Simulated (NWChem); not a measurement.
Molecule: LiCl; SMILES [Li][Cl]

All runs: NWChem. Geometry: optimised at B3LYP/6-31G* (spherical d). B3LYP is NWChem's, with the RPA form of VWN correlation. Static field.

| level | isotropic polarisability (bohr³) | anisotropy (bohr³) |
|---|---|---|
| PBE/aug-cc-pVDZ | ___ | ___ |
| B3LYP/aug-cc-pVDZ | 26.9 | 2.9 |
| Hartree-Fock/aug-cc-pVDZ | 22.7 | 1.5 |
| BHandHLYP/aug-cc-pVDZ | 24.6 | 2.3 |

### Question
What belongs in the gaps?

### Answer

- PBE/aug-cc-pVDZ, isotropic polarisability (bohr³): 28.6
- PBE/aug-cc-pVDZ, anisotropy (bohr³): 3.3
